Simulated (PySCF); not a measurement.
Simulation results for Al$_{2}$H$_{3}$

Computed with PySCF 2.14.0. Calculation on a computer-drawn molecule: vertical ionisation energy to the stated ion spin, frozen-core CCSD(T) at the basis limit and cheaper methods, single-reference cases, UHF for radicals, no spin-orbit; all values are single points at the evaluated structure, the first of each entry, which is the reference or a displaced copy of it and isn't optimised; the reference structure only sets the zero of the energies above reference; triples share is (T) over the correlation energy.

Common to all runs: charge 0; multiplicity 2; ion multiplicity 1; diffuse functions no; basis cc-pV(n+d)Z; reference is the Hartree-Fock double-zeta minimum; best is HF at quadruple zeta + MP2 correlation extrapolated from triple and quadruple zeta + CCSD(T) minus MP2 at triple zeta; basis step is the size of the change from the same recipe one zeta lower.

(1) 
```xyz
5
formula=Al2H3 ionisation_energy_best=6.766 ionisation_energy_basis_step=0.0394 energy_above_reference_best=4.059 energy_above_reference_basis_step=0.05897 total_energy_HF_triple_zeta=-485.5377 total_energy_CCSD(T)_triple_zeta=-485.7182 total_energy_best=-485.7391 T1_diagnostic_at_triple_zeta=0.02751 D1_diagnostic_at_triple_zeta=0.0905 spin_squared_at_triple_zeta=0.7991 ion_T1_diagnostic_at_triple_zeta=0.01216 ion_D1_diagnostic_at_triple_zeta=0.0248 triples_share_at_triple_zeta=0.02665 basis_functions_triple_zeta=120 dipole_magnitude_HF_at_triple_zeta=0.3652 dipole_magnitude_CCSD_unrelaxed_at_triple_zeta=0.4843 dipole_magnitude_PBE_at_triple_zeta=0.7512 dipole_magnitude_r2SCAN_at_triple_zeta=0.7098 dipole_magnitude_B3LYP_at_triple_zeta=0.6546 dipole_magnitude_wB97X_at_triple_zeta=0.4214
Al    -0.2158    -3.0039     1.0141
Al     1.2434    -1.5701    -0.4780
H     -0.9808    -2.9121     2.4113
H      0.5964    -0.7554    -1.5163
H      2.7329    -1.4511    -0.1729
```

Units: ionisation_energy_best, ionisation_energy_basis_step in eV; energy_above_reference_best, energy_above_reference_basis_step in kcal/mol; total_energy_HF_triple_zeta, total_energy_CCSD(T)_triple_zeta, total_energy_best in hartree; dipole_magnitude_HF_at_triple_zeta, dipole_magnitude_CCSD_unrelaxed_at_triple_zeta, dipole_magnitude_PBE_at_triple_zeta, dipole_magnitude_r2SCAN_at_triple_zeta, dipole_magnitude_B3LYP_at_triple_zeta, dipole_magnitude_wB97X_at_triple_zeta in debye.

Reference structure:
```xyz
5
Al2H3
Al    -0.2678    -3.1221     1.0505
Al     1.2049    -1.5195    -0.3771
H     -1.0998    -2.7972     2.3715
H      0.6067    -0.7967    -1.6572
H      2.7716    -1.4321    -0.1383
```

Drawn bonds:
| atom | other atom | order |
| --- | --- | --- |
| 1 | 2 | 1 |
| 1 | 3 | 1 |
| 2 | 4 | 1 |
| 2 | 5 | 1 |

Triple zeta:
| method | ionisation energy (eV) | energy above reference (kcal/mol) |
| --- | --- | --- |
| HF | 6.343 | 5.023 |
| PBE | 6.884 | 4.461 |
| r2SCAN | 7.001 | 3.953 |
| B3LYP | 6.826 | 4.11 |
| wB97X | 6.724 | 3.955 |
| MP2 | 6.608 | 4.109 |
| CCSD | 6.69 | 4.195 |
| CCSD(T) | 6.731 | 4.143 |

(2) 
```xyz
5
formula=Al2H3 ionisation_energy_best=7.239 ionisation_energy_basis_step=0.03713 energy_above_reference_best=22.29 energy_above_reference_basis_step=0.1422 total_energy_HF_triple_zeta=-485.5070 total_energy_CCSD(T)_triple_zeta=-485.6897 total_energy_best=-485.7101 T1_diagnostic_at_triple_zeta=0.02666 D1_diagnostic_at_triple_zeta=0.07673 spin_squared_at_triple_zeta=0.7957 ion_T1_diagnostic_at_triple_zeta=0.01973 ion_D1_diagnostic_at_triple_zeta=0.04537 triples_share_at_triple_zeta=0.02858 basis_functions_triple_zeta=120 dipole_magnitude_HF_at_triple_zeta=2.647 dipole_magnitude_CCSD_unrelaxed_at_triple_zeta=2.444 dipole_magnitude_PBE_at_triple_zeta=2.5 dipole_magnitude_r2SCAN_at_triple_zeta=2.609 dipole_magnitude_B3LYP_at_triple_zeta=2.608 dipole_magnitude_wB97X_at_triple_zeta=2.574
Al    -0.2981    -2.9757     1.1385
Al     1.2829    -1.4963    -0.1964
H     -1.0189    -2.8056     2.3830
H      0.6467    -0.8425    -1.6553
H      3.2710    -1.3244    -0.2478
```

Units: ionisation_energy_best, ionisation_energy_basis_step in eV; energy_above_reference_best, energy_above_reference_basis_step in kcal/mol; total_energy_HF_triple_zeta, total_energy_CCSD(T)_triple_zeta, total_energy_best in hartree; dipole_magnitude_HF_at_triple_zeta, dipole_magnitude_CCSD_unrelaxed_at_triple_zeta, dipole_magnitude_PBE_at_triple_zeta, dipole_magnitude_r2SCAN_at_triple_zeta, dipole_magnitude_B3LYP_at_triple_zeta, dipole_magnitude_wB97X_at_triple_zeta in debye.

Reference structure:
```xyz
5
Al2H3
Al    -0.2678    -3.1221     1.0505
Al     1.2049    -1.5195    -0.3771
H     -1.0998    -2.7972     2.3715
H      0.6067    -0.7967    -1.6572
H      2.7716    -1.4321    -0.1383
```

Drawn bonds:
| atom | other atom | order |
| --- | --- | --- |
| 1 | 2 | 1 |
| 1 | 3 | 1 |
| 2 | 4 | 1 |
| 2 | 5 | 1 |

Triple zeta:
| method | ionisation energy (eV) | energy above reference (kcal/mol) |
| --- | --- | --- |
| HF | 6.95 | 24.28 |
| PBE | 7.317 | 19.83 |
| r2SCAN | 7.469 | 21.29 |
| B3LYP | 7.322 | 21.7 |
| wB97X | 7.261 | 22.68 |
| MP2 | 7.14 | 23.44 |
| CCSD | 7.184 | 22.36 |
| CCSD(T) | 7.21 | 22.05 |

(3) 
```xyz
5
formula=Al2H3 ionisation_energy_best=6.861 ionisation_energy_basis_step=0.03674 energy_above_reference_best=4.072 energy_above_reference_basis_step=0.1785 total_energy_HF_triple_zeta=-485.5400 total_energy_CCSD(T)_triple_zeta=-485.7186 total_energy_best=-485.7391 T1_diagnostic_at_triple_zeta=0.02506 D1_diagnostic_at_triple_zeta=0.07843 spin_squared_at_triple_zeta=0.7997 ion_T1_diagnostic_at_triple_zeta=0.01291 ion_D1_diagnostic_at_triple_zeta=0.02727 triples_share_at_triple_zeta=0.02619 basis_functions_triple_zeta=120 dipole_magnitude_HF_at_triple_zeta=0.3914 dipole_magnitude_CCSD_unrelaxed_at_triple_zeta=0.4531 dipole_magnitude_PBE_at_triple_zeta=0.726 dipole_magnitude_r2SCAN_at_triple_zeta=0.7112 dipole_magnitude_B3LYP_at_triple_zeta=0.6355 dipole_magnitude_wB97X_at_triple_zeta=0.4113
Al    -0.2524    -3.1378     1.1219
Al     1.2913    -1.5152    -0.4073
H     -1.0694    -2.8265     2.3795
H      0.6106    -0.7965    -1.7417
H      2.7543    -1.3496    -0.0827
```

Units: ionisation_energy_best, ionisation_energy_basis_step in eV; energy_above_reference_best, energy_above_reference_basis_step in kcal/mol; total_energy_HF_triple_zeta, total_energy_CCSD(T)_triple_zeta, total_energy_best in hartree; dipole_magnitude_HF_at_triple_zeta, dipole_magnitude_CCSD_unrelaxed_at_triple_zeta, dipole_magnitude_PBE_at_triple_zeta, dipole_magnitude_r2SCAN_at_triple_zeta, dipole_magnitude_B3LYP_at_triple_zeta, dipole_magnitude_wB97X_at_triple_zeta in debye.

Reference structure:
```xyz
5
Al2H3
Al    -0.2678    -3.1221     1.0505
Al     1.2049    -1.5195    -0.3771
H     -1.0998    -2.7972     2.3715
H      0.6067    -0.7967    -1.6572
H      2.7716    -1.4321    -0.1383
```

Drawn bonds:
| atom | other atom | order |
| --- | --- | --- |
| 1 | 2 | 1 |
| 1 | 3 | 1 |
| 2 | 4 | 1 |
| 2 | 5 | 1 |

Triple zeta:
| method | ionisation energy (eV) | energy above reference (kcal/mol) |
| --- | --- | --- |
| HF | 6.51 | 3.523 |
| PBE | 6.95 | 4.223 |
| r2SCAN | 7.082 | 4.177 |
| B3LYP | 6.923 | 3.958 |
| wB97X | 6.847 | 4.075 |
| MP2 | 6.73 | 3.757 |
| CCSD | 6.797 | 3.895 |
| CCSD(T) | 6.83 | 3.929 |

(4) 
```xyz
5
formula=Al2H3 ionisation_energy_best=6.942 ionisation_energy_basis_step=0.03711 energy_above_reference_best=2.644 energy_above_reference_basis_step=0.04011 total_energy_HF_triple_zeta=-485.5413 total_energy_CCSD(T)_triple_zeta=-485.7206 total_energy_best=-485.7414 T1_diagnostic_at_triple_zeta=0.02571 D1_diagnostic_at_triple_zeta=0.08139 spin_squared_at_triple_zeta=0.7999 ion_T1_diagnostic_at_triple_zeta=0.01307 ion_D1_diagnostic_at_triple_zeta=0.0271 triples_share_at_triple_zeta=0.02628 basis_functions_triple_zeta=120 dipole_magnitude_HF_at_triple_zeta=0.4726 dipole_magnitude_CCSD_unrelaxed_at_triple_zeta=0.5847 dipole_magnitude_PBE_at_triple_zeta=0.8522 dipole_magnitude_r2SCAN_at_triple_zeta=0.8377 dipole_magnitude_B3LYP_at_triple_zeta=0.7666 dipole_magnitude_wB97X_at_triple_zeta=0.543
Al    -0.2524    -3.1378     1.1219
Al     1.2241    -1.5858    -0.3408
H     -1.0694    -2.8265     2.3795
H      0.5434    -0.8671    -1.6752
H      2.6871    -1.4202    -0.0162
```

Units: ionisation_energy_best, ionisation_energy_basis_step in eV; energy_above_reference_best, energy_above_reference_basis_step in kcal/mol; total_energy_HF_triple_zeta, total_energy_CCSD(T)_triple_zeta, total_energy_best in hartree; dipole_magnitude_HF_at_triple_zeta, dipole_magnitude_CCSD_unrelaxed_at_triple_zeta, dipole_magnitude_PBE_at_triple_zeta, dipole_magnitude_r2SCAN_at_triple_zeta, dipole_magnitude_B3LYP_at_triple_zeta, dipole_magnitude_wB97X_at_triple_zeta in debye.

Reference structure:
```xyz
5
Al2H3
Al    -0.2678    -3.1221     1.0505
Al     1.2049    -1.5195    -0.3771
H     -1.0998    -2.7972     2.3715
H      0.6067    -0.7967    -1.6572
H      2.7716    -1.4321    -0.1383
```

Drawn bonds:
| atom | other atom | order |
| --- | --- | --- |
| 1 | 2 | 1 |
| 1 | 3 | 1 |
| 2 | 4 | 1 |
| 2 | 5 | 1 |

Triple zeta:
| method | ionisation energy (eV) | energy above reference (kcal/mol) |
| --- | --- | --- |
| HF | 6.579 | 2.736 |
| PBE | 7.032 | 2.895 |
| r2SCAN | 7.164 | 2.668 |
| B3LYP | 7.002 | 2.689 |
| wB97X | 6.921 | 2.573 |
| MP2 | 6.806 | 2.566 |
| CCSD | 6.876 | 2.641 |
| CCSD(T) | 6.91 | 2.652 |

(5) 
```xyz
5
formula=Al2H3 ionisation_energy_best=6.926 ionisation_energy_basis_step=0.03707 energy_above_reference_best=2.796 energy_above_reference_basis_step=0.06856 total_energy_HF_triple_zeta=-485.5413 total_energy_CCSD(T)_triple_zeta=-485.7204 total_energy_best=-485.7412 T1_diagnostic_at_triple_zeta=0.02559 D1_diagnostic_at_triple_zeta=0.08088 spin_squared_at_triple_zeta=0.7999 ion_T1_diagnostic_at_triple_zeta=0.01303 ion_D1_diagnostic_at_triple_zeta=0.02714 triples_share_at_triple_zeta=0.02626 basis_functions_triple_zeta=120 dipole_magnitude_HF_at_triple_zeta=0.4544 dipole_magnitude_CCSD_unrelaxed_at_triple_zeta=0.5573 dipole_magnitude_PBE_at_triple_zeta=0.8279 dipole_magnitude_r2SCAN_at_triple_zeta=0.8129 dipole_magnitude_B3LYP_at_triple_zeta=0.7404 dipole_magnitude_wB97X_at_triple_zeta=0.515
Al    -0.2524    -3.1378     1.1219
Al     1.2367    -1.5726    -0.3532
H     -1.0694    -2.8265     2.3795
H      0.5560    -0.8539    -1.6876
H      2.6997    -1.4070    -0.0286
```

Units: ionisation_energy_best, ionisation_energy_basis_step in eV; energy_above_reference_best, energy_above_reference_basis_step in kcal/mol; total_energy_HF_triple_zeta, total_energy_CCSD(T)_triple_zeta, total_energy_best in hartree; dipole_magnitude_HF_at_triple_zeta, dipole_magnitude_CCSD_unrelaxed_at_triple_zeta, dipole_magnitude_PBE_at_triple_zeta, dipole_magnitude_r2SCAN_at_triple_zeta, dipole_magnitude_B3LYP_at_triple_zeta, dipole_magnitude_wB97X_at_triple_zeta in debye.

Reference structure:
```xyz
5
Al2H3
Al    -0.2678    -3.1221     1.0505
Al     1.2049    -1.5195    -0.3771
H     -1.0998    -2.7972     2.3715
H      0.6067    -0.7967    -1.6572
H      2.7716    -1.4321    -0.1383
```

Drawn bonds:
| atom | other atom | order |
| --- | --- | --- |
| 1 | 2 | 1 |
| 1 | 3 | 1 |
| 2 | 4 | 1 |
| 2 | 5 | 1 |

Triple zeta:
| method | ionisation energy (eV) | energy above reference (kcal/mol) |
| --- | --- | --- |
| HF | 6.566 | 2.752 |
| PBE | 7.016 | 3.039 |
| r2SCAN | 7.148 | 2.842 |
| B3LYP | 6.987 | 2.82 |
| wB97X | 6.907 | 2.741 |
| MP2 | 6.791 | 2.666 |
| CCSD | 6.861 | 2.757 |
| CCSD(T) | 6.895 | 2.773 |

(6) 
```xyz
5
formula=Al2H3
Al    -0.2524    -3.1378     1.1219
Al     1.3078    -1.4978    -0.4237
H     -1.0694    -2.8265     2.3795
H      0.6271    -0.7791    -1.7581
H      2.7708    -1.3322    -0.0991
```

Reference structure:
```xyz
5
Al2H3
Al    -0.2678    -3.1221     1.0505
Al     1.2049    -1.5195    -0.3771
H     -1.0998    -2.7972     2.3715
H      0.6067    -0.7967    -1.6572
H      2.7716    -1.4321    -0.1383
```

Drawn bonds:
| atom | other atom | order |
| --- | --- | --- |
| 1 | 2 | 1 |
| 1 | 3 | 1 |
| 2 | 4 | 1 |
| 2 | 5 | 1 |

(7) 
```xyz
5
formula=Al2H3
Al    -0.2669    -3.1209     1.0557
Al     1.2068    -1.5218    -0.3767
H     -1.1012    -2.7797     2.3770
H      0.6077    -0.7998    -1.6579
H      2.7639    -1.4375    -0.1251
```

Reference structure:
```xyz
5
Al2H3
Al    -0.2678    -3.1221     1.0505
Al     1.2049    -1.5195    -0.3771
H     -1.0998    -2.7972     2.3715
H      0.6067    -0.7967    -1.6572
H      2.7716    -1.4321    -0.1383
```

Drawn bonds:
| atom | other atom | order |
| --- | --- | --- |
| 1 | 2 | 1 |
| 1 | 3 | 1 |
| 2 | 4 | 1 |
| 2 | 5 | 1 |

(8) 
```xyz
5
formula=Al2H3
Al    -0.2664    -3.1127     1.0609
Al     1.2007    -1.5081    -0.3762
H     -1.0982    -2.8018     2.3710
H      0.6126    -0.7758    -1.6642
H      2.7621    -1.4394    -0.1375
```

Reference structure:
```xyz
5
Al2H3
Al    -0.2678    -3.1221     1.0505
Al     1.2049    -1.5195    -0.3771
H     -1.0998    -2.7972     2.3715
H      0.6067    -0.7967    -1.6572
H      2.7716    -1.4321    -0.1383
```

Drawn bonds:
| atom | other atom | order |
| --- | --- | --- |
| 1 | 2 | 1 |
| 1 | 3 | 1 |
| 2 | 4 | 1 |
| 2 | 5 | 1 |

Question: Give the missing T1 diagnostic at triple zeta for Al$_{2}$H$_{3}$ (entry 6).
Answer: 0.02489

Question: Give the missing energy above reference best for Al$_{2}$H$_{3}$ (entry 7).
Answer: 0.02197 kcal/mol

Question: Estimate the dipole magnitude CCSD unrelaxed at triple zeta of Al$_{2}$H$_{3}$ (entry 7).
Answer: 0.5719 debye

Question: Give the missing D1 diagnostic at triple zeta for Al$_{2}$H$_{3}$ (entry 7).
Answer: 0.07981

Question: Estimate the total energy HF triple zeta of Al$_{2}$H$_{3}$ (entry 8).
Answer: -485.5456 hartree

Question: Give the table of triple zeta values for Al$_{2}$H$_{3}$ (entry 8).
Answer: 
Triple zeta:
| method | ionisation energy (eV) | energy above reference (kcal/mol) |
| --- | --- | --- |
| HF | 6.695 | 0.03299 |
| PBE | 7.123 | 0.09017 |
| r2SCAN | 7.261 | 0.05688 |
| B3LYP | 7.104 | 0.05011 |
| wB97X | 7.026 | 0.05514 |
| MP2 | 6.911 | 0.02888 |
| CCSD | 6.978 | 0.04932 |
| CCSD(T) | 7.01 | 0.05242 |

Further results for Al$_{2}$H$_{3}$ (entry 6):

* ionisation energy best: 6.843 eV
* ionisation energy basis step: 0.03657 eV
* energy above reference best: 4.621 kcal/mol
* energy above reference basis step: 0.2076 kcal/mol
* total energy HF triple zeta: -485.5394 hartree
* total energy CCSD(T) triple zeta: -485.7177 hartree
* total energy best: -485.7382 hartree
* D1 diagnostic at triple zeta: 0.07766
* spin squared at triple zeta: 0.7997
* ion T1 diagnostic at triple zeta: 0.01289
* ion D1 diagnostic at triple zeta: 0.02729
* triples share at triple zeta: 0.02619
* basis functions triple zeta: 120
* dipole magnitude HF at triple zeta: 0.3771 debye
* dipole magnitude CCSD unrelaxed at triple zeta: 0.4267 debye
* dipole magnitude PBE at triple zeta: 0.6968 debye
* dipole magnitude r2SCAN at triple zeta: 0.6828 debye
* dipole magnitude B3LYP at triple zeta: 0.6072 debye
* dipole magnitude wB97X at triple zeta: 0.3861 debye

Triple zeta:
| method | ionisation energy (eV) | energy above reference (kcal/mol) |
| --- | --- | --- |
| HF | 6.495 | 3.948 |
| PBE | 6.931 | 4.73 |
| r2SCAN | 7.063 | 4.737 |
| B3LYP | 6.905 | 4.452 |
| wB97X | 6.83 | 4.64 |
| MP2 | 6.713 | 4.264 |
| CCSD | 6.779 | 4.411 |
| CCSD(T) | 6.812 | 4.447 |

Further results for Al$_{2}$H$_{3}$ (entry 7):

- ionisation energy best: 7.049 eV
- ionisation energy basis step: 0.03524 eV
- energy above reference basis step: 0.001356 kcal/mol
- total energy HF triple zeta: -485.5456 hartree
- total energy CCSD(T) triple zeta: -485.7248 hartree
- total energy best: -485.7456 hartree
- T1 diagnostic at triple zeta: 0.02545
- spin squared at triple zeta: 0.7999
- ion T1 diagnostic at triple zeta: 0.0135
- ion D1 diagnostic at triple zeta: 0.02787
- triples share at triple zeta: 0.02639
- basis functions triple zeta: 120
- dipole magnitude HF at triple zeta: 0.4389 debye
- dipole magnitude PBE at triple zeta: 0.8374 debye
- dipole magnitude r2SCAN at triple zeta: 0.8285 debye
- dipole magnitude B3LYP at triple zeta: 0.7535 debye
- dipole magnitude wB97X at triple zeta: 0.5088 debye

Triple zeta:
| method | ionisation energy (eV) | energy above reference (kcal/mol) |
| --- | --- | --- |
| HF | 6.707 | 0.01628 |
| PBE | 7.13 | 0.03529 |
| r2SCAN | 7.269 | 0.03344 |
| B3LYP | 7.112 | 0.02216 |
| wB97X | 7.037 | 0.01846 |
| MP2 | 6.921 | 0.02265 |
| CCSD | 6.988 | 0.02184 |
| CCSD(T) | 7.019 | 0.02302 |

Further results for Al$_{2}$H$_{3}$ (entry 8):

* ionisation energy best: 7.04 eV
* ionisation energy basis step: 0.03523 eV
* energy above reference best: 0.05637 kcal/mol
* energy above reference basis step: 0.01029 kcal/mol
* total energy CCSD(T) triple zeta: -485.7247 hartree
* total energy best: -485.7455 hartree
* T1 diagnostic at triple zeta: 0.0254
* D1 diagnostic at triple zeta: 0.07975
* spin squared at triple zeta: 0.7997
* ion T1 diagnostic at triple zeta: 0.01346
* ion D1 diagnostic at triple zeta: 0.02767
* triples share at triple zeta: 0.02637
* basis functions triple zeta: 120
* dipole magnitude HF at triple zeta: 0.5297 debye
* dipole magnitude CCSD unrelaxed at triple zeta: 0.6519 debye
* dipole magnitude PBE at triple zeta: 0.9091 debye
* dipole magnitude r2SCAN at triple zeta: 0.9013 debye
* dipole magnitude B3LYP at triple zeta: 0.8271 debye
* dipole magnitude wB97X at triple zeta: 0.5974 debye
